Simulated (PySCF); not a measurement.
# Spectroscopy problems

[PySCF 2.14.0 with density-fitted response routines: coordinates at the GFN2-xTB level; spin–spin couplings from B3LYP/pcJ-1 (spin–dipole term left out of most H,H and C,H couplings); NMR shieldings at PBE0/pcSseg-1/GIAO; one computed conformer; no solvent; non-relativistic; one averaged value for each set of equivalent atoms]

Chemical shifts δ = σref − σ; 1H (σ = 31.72 ppm) and 13C (σ = 186.93 ppm) against TMS, all at this level. Multiplet labels drop J under 1 Hz and among equivalent protons, and merge close values. Unscaled 3J(H,H) run several per cent high. Splittings of carbon signals by F and P are missing where no couplings were computed. Where no couplings were computed, multiplicities follow the n + 1 count of equivalent neighbours, and m marks all less simple cases (inequivalent or close neighbours, rings, F or P nearby). Acid and N–H amide carbonyl carbons lie up to 10 ppm further downfield in solution (hydrogen bonding). Shifts are as computed. Against solution values, carbons near 30 ppm lie about +3 ppm off and those near 130 ppm about +5 ppm. Of 1211 compounds with measured shifts, 218 miss one by over three times the rms of a fit or turn the order of signals round; such compounds aren't used in these exercises. Groups on amide-type nitrogens are kept apart (slow C–N rotation). OH and NH positions are gas-phase values without hydrogen bonding to other molecules.

Question: C2H5NO2. 1H NMR (400 MHz, computed): δ 4.91 (br, 1H), 4.61 (br, 1H), 4.16 (d, J = 1.1 Hz, 2H), 2.85 (br s, 1H). 13C{1H} NMR (computed): δ 175.4 (C), 62.9 (CH2). Give a structure.

Answer: SMILES NC(=O)CO. The formula gives 1 degree of unsaturation (no ring in the answer). 2 carbon signals for 2 carbons: no two carbons are equivalent. Carbon types of the structure: 1 × C, 1 × CH2, leaving 3 H on heteroatoms. δC 175.4: amide carbonyl carbon; it is a carbonyl in resonance with an O or N lone pair, the region of acids, esters and amides. δC 62.9: sp3 CH2 bonded to O, α to a carbonyl; the inductive effect lowers its shielding. δH 4.16: hydrogen on an sp3 CH2 bonded to O, α to a carbonyl; its carbon carries O, which withdraws density. δH 2.85: hydrogen on an alcohol oxygen; labile proton, position sensitive to the medium.

This is the structure that produced the data.

Question: C3H7FN2Si2. 1H NMR (300 MHz, computed): δ 6.34 (m, 1H), 5.26 (s, 3H), 4.56 (s, 3H). 13C{1H} NMR (computed): δ 177.0 (C), 143.3 (C), 110.9 (CH). Give a structure.

Answer: `Fc1cc([SiH3])n([SiH3])n1`. Rings plus π bonds: 3 (1 ring in the answer). 3 carbon signals for 3 carbons: no two carbons are equivalent. Carbon types of the structure: 2 × C, 1 × CH, leaving 6 H on heteroatoms. δC 177.0: aromatic carbon bearing fluorine; the electronegative substituent deshields the carbon that carries it. δC 143.3: substituted aromatic carbon next to a ring nitrogen. δC 110.9: aromatic CH. δH 6.34: hydrogen on an aromatic CH; the ring current deshields protons in the ring plane.

The data come from this structure; uniqueness wasn't tested.
